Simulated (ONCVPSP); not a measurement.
What one change does to a pseudopotential (Co, ONCV)

- Element: cobalt
- Generator: ONCVPSP 4.0.1
- Type: optimised norm-conserving Vanderbilt (ONCV)
- Functional: PBE
- Relativity: scalar-relativistic
- Frozen core: [Ne]
- Valence charge: 17
- Reference configuration: 3s2 3p6 3d7.5 4s1.5
- Partial waves: 3s+4s: rc 1.05 bohr, ncon 4, nbas 8, qcut 13.5 1/bohr, 2 projectors; 3p: rc 1.20 bohr, ncon 5, nbas 9, qcut 13.8 1/bohr, 2 projectors, debl 4 Ha; 3d: rc 0.95 bohr, ncon 4, nbas 8, qcut 18 1/bohr, local
- Local potential: the d channel
- Core correction: none

Change: all radii scaled by about 1.07 (s 1.12, p 1.28, d 1.02 bohr).

Cutoffs: the cutoffs (Ha) at which the residual kinetic energy of the hardest occupied pseudo-wave falls to 1 and 0.1 mHa per electron; they do not see the model core or the augmentation charge, which bear on the density cutoff. Errors are all-electron minus pseudo energies relative to the spin-unpolarised reference configuration.

Task: Predict the effect on cutoff, ghosts and configuration errors.

Result: The potential gets neither clearly harder nor softer (111 Ha and 128 Ha → 105 Ha and 121 Ha); a bound ghost appears in p, which as a rule spoils a file; of the 4 tests that both files solve, the error grows in 3 and shrinks in 0 by more than 15 % and 0.3 meV (median size 0.5 → 1.4 meV). More of the atom is replaced by a form fitted at one configuration, so other configurations suffer.

| quantity | base | changed |
| --- | --- | --- |
| cutoff, loose | 111 Ha | 105 Ha |
| cutoff, tight | 128 Ha | 121 Ha |
| loose cutoff by channel | s 58 Ha, p 35 Ha, d 111 Ha | s 55 Ha, p 35 Ha, d 105 Ha |
| bound ghosts | none | p |
| GHOST(+) flags under 300 eV | none | none |
| error for 3s2 3p6 3d7 4s2, meV [ΔE 0.96 eV] | +0.4 | +0.2 |
| error for 3s2 3p6 3d7 4s1, meV [ΔE 9.99 eV] | -0.6 | -0.9 |
| error for 3s2 3p6 3d7 4s0, meV [ΔE 26.78 eV] | -1.7 | -2.1 |
| error for 3s2 3p6 3d7 4s1 4p1, meV [ΔE 5.31 eV] | -0.3 | -1.9 |

 A true bound ghost makes a file unfit for plane-wave use even where its test errors are small: the radial tests pick states by their node count and pass the ghost by.
